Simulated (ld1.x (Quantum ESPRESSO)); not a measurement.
**Logarithmic derivatives: zirconium (Zr), PAW**

ld1.x (Quantum ESPRESSO) 7.5 input, shortened:

```
&input
   title='Zr', zed=40., rel=1, dft='PZ', iswitch=3,
   config='[Kr] 4d2 5s2 5p0'
 /
 &inputp
   pseudotype=3, lpaw=.true., tm=.true., lloc=-1, rcloc=1.45,
   nlcc=.true., new_core_ps=.true.,
   which_augfun='PSQ', rmatch_augfun_nc=.true.
 /
6
4S  1  0   2.00   0.00  1.80  1.90  0.0
5S  2  0   2.00   0.00  1.80  1.90  0.0
4P  2  1   6.00   0.00  2.35  2.75  0.0
5P  3  1   0.00   0.00  2.35  2.75  0.0
4D  3  2   2.00   0.00  1.95  2.10  0.0
4D  3  2   0.00   0.20  1.95  2.10  0.0
 &test
   configts(1)='4s2 4p6 4d2 5s2 5p0'
 /
```

The phase is arctan(r·u′/u) with u = r·R(r), unwrapped; energies in Ry, scanned from -6 to 5 Ry. A pole is an energy at which the radial function vanishes at the test radius. The pseudo phase is shifted by a multiple of π to meet the all-electron one at the reference energy, and phase errors are pseudo minus all-electron; the curves can meet again beyond the range given. Levels narrower than the energy grid can be missing from the lists of poles.

Q: For each channel, where are the poles, and over which energies does the pseudopotential scatter like the atom?

A:

```
channel  radius (bohr)  reference energy (Ry)  poles, all-electron       poles, pseudo  unbroken range about the reference energy with phases within 0.05 rad  phase error 1 Ry above the reference energy (rad)
      s           2.98                  -0.34          -3.98, 1.78         -3.98, 1.78                                                        the whole range                                             +0.000
      p           2.98                  -0.11          -2.32, 2.80  -2.31, -1.60, 1.82                                                            -1.1 to 0.2                                             -0.210
      d           2.98                  -0.27           0.16, 4.72          0.16, 4.51                                                        the whole range                                             -0.000
```

The ghost test of this file was not conclusive. Its overlap operator is not positive definite in a basis up to 400 Ry (lowest eigenvalue p -0.78), so the file is unfit for use: the generalised eigenproblem breaks down once the basis is large enough, and its test numbers describe a broken file.

Phases in the d channel:

```csv
E (Ry),all-electron,pseudo
-6.00,1.432,1.432
-5.74,1.429,1.429
-5.48,1.425,1.425
-5.22,1.422,1.422
-4.96,1.418,1.418
-4.70,1.413,1.413
-4.44,1.408,1.408
-4.18,1.403,1.403
-3.92,1.397,1.397
-3.66,1.391,1.391
-3.40,1.383,1.383
-3.14,1.375,1.375
-2.88,1.365,1.365
-2.62,1.354,1.354
-2.36,1.341,1.340
-2.10,1.324,1.324
-1.84,1.302,1.302
-1.58,1.274,1.274
-1.32,1.232,1.232
-1.06,1.164,1.164
-0.80,1.026,1.026
-0.54,0.583,0.583
-0.28,-0.875,-0.875
-0.02,-1.441,-1.441
0.24,-1.611,-1.611
0.50,-1.706,-1.706
0.76,-1.781,-1.781
1.02,-1.860,-1.860
1.28,-1.962,-1.963
1.54,-2.123,-2.126
1.80,-2.431,-2.440
2.06,-3.059,-3.084
2.32,-3.788,-3.815
2.58,-4.180,-4.199
2.84,-4.370,-4.384
3.10,-4.477,-4.489
3.36,-4.546,-4.557
3.62,-4.594,-4.606
3.88,-4.631,-4.643
4.14,-4.660,-4.674
4.40,-4.685,-4.701
4.66,-4.707,-4.726
4.92,-4.728,-4.751
```
